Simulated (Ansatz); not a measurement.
Two structures of CH$_{6}$FGe, doublet, reached by relaxing down either side of one saddle point (PBE0-D4/def2-TZVP). Energies are electronic, without zero-point energy. Computed with Ansatz 0.2.0 (basis: def2-TZVPP and def2-QZVPP); correlated methods freeze the cores; orbitals are unrestricted. Filled d shells of the heavier atoms are correlated. The def2 sets are not built for correlating such inner shells, so the correlated values are less sure here. Extrapolation: Hartree–Fock as exp(−7.88 √X), correlation as X^−2.97. First:

F1  (-0.368, 0.443, -0.908)
C2  (-0.843, 1.036, -2.057)
Ge3  (0.903, -1.108, 2.203)
H4  (-0.670, 2.113, -2.000)
H5  (-0.316, 0.619, -2.917)
H6  (-1.914, 0.836, -2.144)
H7  (2.423, -1.307, 2.054)
H8  (0.591, -0.168, 3.382)
H9  (0.193, -2.463, 2.386)
(Å)

Second:

F1  (1.535, -1.008, -0.247)
C2  (-0.999, 0.865, -1.489)
Ge3  (0.756, -0.674, 1.278)
H4  (-0.896, 1.921, -1.283)
H5  (-0.127, 0.269, -1.715)
H6  (-1.983, 0.419, -1.513)
H7  (1.616, -1.373, 2.339)
H8  (0.751, 0.850, 1.443)
H9  (-0.654, -1.268, 1.187)
(Å)

Problem. Which bonds change from the first to the second?

Solution. CH₃F ([CH3][F]) + GeH₃ → GeH₃F ([F][GeH3]) + CH₃; bonds formed: F1–Ge3; bonds broken: F1–C2.

Problem. Give the saddle point's structure and its height above each. (Judge from chemistry; the value comes from the calculation.)

Solution. The calculation gives: 112.0 kJ/mol above the first and 182.2 kJ/mol above the second (CCSD(T) at an estimated basis limit (MP2 extrapolated from triple and quadruple zeta, plus CCSD(T) − MP2 in triple zeta)).
```tsv
atom	x (Å)	y (Å)	z (Å)
F1	-0.0874	0.1065	-0.2128
C2	-0.6720	0.8261	-1.6376
Ge3	0.6310	-0.7757	1.5375
H4	-0.4468	1.8710	-1.4724
H5	-0.0821	0.3329	-2.3985
H6	-1.7206	0.5614	-1.6116
H7	2.1484	-0.9672	1.3793
H8	0.3116	0.1720	2.7055
H9	-0.0823	-2.1270	1.7105
```

T1 diagnostic: at most 0.017. ⟨S²⟩ of the unrestricted Hartree–Fock references: 0.75 to 0.82 (a pure state has 0.75). The unrestricted reference is spin-contaminated, which hurts MP2 most. The start structure is not quite a true minimum (one mode of 74i cm⁻¹).

Radical steps of this kind take place in plasma deposition and etching.

Labels in which every atom is bracketed show which atoms are joined, not bond orders.

For scale, one of the runs: CCSD(T)/def2-TZVPP, 194 basis functions, launched by `ansatz run in.yaml --threads 8 --pin off --events-out ev --progress --plain --max-ram 19148MiB`. Time: 2.2 min of wall clock on 8 CPU threads of an Arm Neoverse V1; the host was shared. Peak host memory: 6.2 GiB.
